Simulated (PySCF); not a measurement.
CH$_{6}$OSi, SMILES `C[SiH2]O` (C–Si–O–H torsion 70°), neutral singlet in the gas phase. 

Z-matrix (Å, degrees):
```
Si
O 1 1.6515
H 2 0.9573 1 117.80
H 1 1.4835 2 104.99 3 170.02
H 1 1.4922 4 109.31 2 118.37
C 1 1.8631 4 110.56 5 119.87
H 6 1.0924 1 111.04 4 58.93
H 6 1.0932 7 108.23 1 -122.64
H 6 1.0939 7 108.15 8 -116.39
```
Charge 0, spin multiplicity 1.

All levels are single points at this geometry (PBE0-D4/def2-TZVP); Pople sets use spherical d functions. Orbital energies aren't observables, and empty levels follow the basis.

B3LYP/6-311+G** in PySCF gives gap (eV) = 7.84.

### Question
Estimate the gap (eV) from each of these levels: PBE0-D4/def2-TZVP in PySCF; B3LYP/3-21G in PySCF; M06-2X/6-31G* in PySCF; SVWN5/6-31G* in PySCF; HF/6-31G* in PySCF.

### Answer

| level | gap (eV) |
|---|---|
| PBE0-D4/def2-TZVP in PySCF | 8.91 |
| B3LYP/3-21G in PySCF | 8.90 |
| M06-2X/6-31G* in PySCF | 11.44 |
| SVWN5/6-31G* in PySCF | 6.67 |
| HF/6-31G* in PySCF | 16.20 |
